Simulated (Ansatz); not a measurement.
Reaction (formal exchange of groups at the Si–C bond): `[SiH3]C[O][SnH3]` + `CB(N)[SiH3]` → `CB(N)[SiH2][SiH3]` + `C[O][SnH3]`

Isolated molecules relaxed with PBE0-D4/def2-TZVP in Ansatz; ΔE leaves out vibrations. CCSD(T)/CBS is the MP2 limit (def2-TZVPP, def2-QZVPP) plus CCSD(T) − MP2 in def2-TZVPP, frozen cores. DFT in def2-TZVPP. def2 core potentials past Kr. For Sn outer-core shells are correlated without core-valence functions, which leaves a few kJ/mol of doubt a bond. One conformer a species, not always the lowest.

```json
{"level": "ωB97X-V", "ΔE (kJ/mol)": "-23.1"}
{"level": "PBE0", "ΔE (kJ/mol)": "-31.2"}
{"level": "HF/def2-TZVPP", "ΔE (kJ/mol)": "-15.4"}
{"level": "MP2/def2-TZVPP", "ΔE (kJ/mol)": "-18.9"}
{"level": "CCSD(T)/def2-TZVPP", "ΔE (kJ/mol)": "-22.3"}
{"level": "HF/def2-QZVPP", "ΔE (kJ/mol)": "-14.8"}
{"level": "SCS-MP2/def2-QZVPP", "ΔE (kJ/mol)": "-16.6"}
{"level": "MP2/CBS(def2)", "ΔE (kJ/mol)": "-18.8"}
```

(1) What does CCSD(T)/CBS give? (Best estimate.)

Largest T1 diagnostic among the species: 0.014.

Answers

(1) Computed: -22.1 kJ/mol. The listed levels differ from it by -1.0, -9.1, 6.7, 3.2, -0.2, 7.3, 5.5, 3.3 kJ/mol.

In def2-TZVPP, CCSD(T) changes the Hartree–Fock value by −6.9 kJ/mol (the triples alone add −1.0 kJ/mol) and MP2 by −3.5 kJ/mol.
